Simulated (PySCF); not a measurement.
Static response to an electric field

C₄H₉FSSi.
Structure used (GFN2-xTB), in Å, numbered top down from 1:
```
atom  x, y, z in Å
C1     2.3675   -0.2455    0.3536
C2     1.2171    0.6772   -0.0425
Si3   -0.4450    0.0617    0.6191
F4    -0.2813   -0.2571    2.2031
C5    -2.0267    1.0767    0.3097
S6    -2.8294   -0.2938   -0.6213
C7    -1.3730   -1.3611   -0.2474
H8     2.4242   -0.3366    1.4346
H9     2.2282   -1.2398   -0.0631
H10    3.3147    0.1487   -0.0085
H11    1.1898    0.7756   -1.1278
H12    1.4109    1.6745    0.3553
H13   -1.9544    1.9595   -0.3177
H14   -2.6145    1.3168    1.1912
H15   -0.9594   -1.7580   -1.1698
H16   -1.6764   -2.1896    0.3876
```

Level: CAM-B3LYP/def2-SVPD (PySCF), static field, nuclei fixed, core orbitals frozen in the response. The polarisability tensor in these axes (au):

```
x   105.70   0.11   6.55
y     0.11  84.59   2.60
z     6.55   2.60  77.39
```

Task: What are the eigenvalues, a third of the trace, and Δα (Δα² = ½Σ(αi − αj)² over the three pairs)?

Result: Principal values 75.26, 85.25 and 107.17 au; mean 89.23 au = 13.22 Å³ = 14.71 × 10⁻⁴⁰ C²·m²/J; Δα = 28.27 au (32 % of the mean).

Task: What is the dipole moment, and where does it point?

Result: (2.23, 0.73, -0.82) D, 2.48 D in size, pointing from the negative to the positive side. Measured along this direction, the outermost atoms are S6 and H14 at the negative end and H10 at the positive end.

Task: What would n − 1 = 2πNα be for an ideal gas of these molecules at 298.15 K and 1 atm, electronic part alone?

Result: N = p/kT = 2.4615 × 10¹⁹ cm⁻³, so n − 1 = 2π × N × 13.22 × 10⁻²⁴ cm³ = 2045 × 10⁻⁶ at long wavelengths, for an ideal gas.

Task: Give the eigenvalues of the traceless quadrupole moment Θ = ½Σq(3rr − r²1), origin at the centre of nuclear charge.

Result: -9.20, 1.50, 7.70 D·Å. The values depend on the origin, since the dipole doesn't vanish. The electronic extent ⟨r²⟩ about the same centre is 1253 bohr², a root-mean-square distance of 2.21 Å for the 72 electrons.

Task: In TDDFT the mean static polarisability is Σ f/ω² over all singlet excitations (ω in hartree). How much of it do the 8 lowest give? Their energies (eV) and oscillator strengths: 4.85, 0.0000; 5.81, 0.0203; 6.20, 0.0063; 6.51, 0.0168; 6.75, 0.0221; 7.01, 0.0320; 7.32, 0.0003; 7.34, 0.0507.

Result: They add up to 2.41 au, 2.7 % of the 89.23 au; the largest single term is 0.70 au, from the state at 7.34 eV. Terms in order: 0.00, 0.45, 0.12, 0.29, 0.36, 0.48, 0.00, 0.70 au. Higher excitations give the rest. The strengths listed sum to 0.149.

Task: Estimate the molar refractivity from the static electronic polarisability.

Result: Lorentz–Lorenz: R = (4π/3)N_A α = 2.5225 cm³/(mol·Å³) × 13.22 Å³ = 33.4 cm³/mol, in the limit of long wavelengths.

Geometry: GFN2-xTB, one conformer, isolated molecule.
